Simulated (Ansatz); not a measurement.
Hg2O2⁻. The state is a doublet with charge -1. Geometry relaxed at r2SCAN-D4/def2-TZVPD.

Cartesian coordinates in Å:
```
Hg -1.556 0.689 1.393
Hg 1.691 0.614 0.627
O 0.381 -0.441 -1.450
O -0.516 -0.862 -0.570
```

In the def2 sets Hg takes a core potential; there is no spin–orbit coupling. The structure holds one bond between oxygen atoms, so isomers without such links may lie far lower. The relaxation made no stability test and no search for a lower SCF solution. The structure comes from a short search, and lower isomers may exist.

**Question.** Estimate the harmonic wavenumbers at UKS r2SCAN-D4/def2-TZVPD (Ansatz, unscaled). Is this a minimum?

**Answer.** 28, 38, 79, 144, 161, 1153 cm⁻¹. Yes, no mode is imaginary beyond noise. Zero-point energy 9.6 kJ/mol. It took 2.1 min on 4 threads of Arm Neoverse V1 on a shared host.
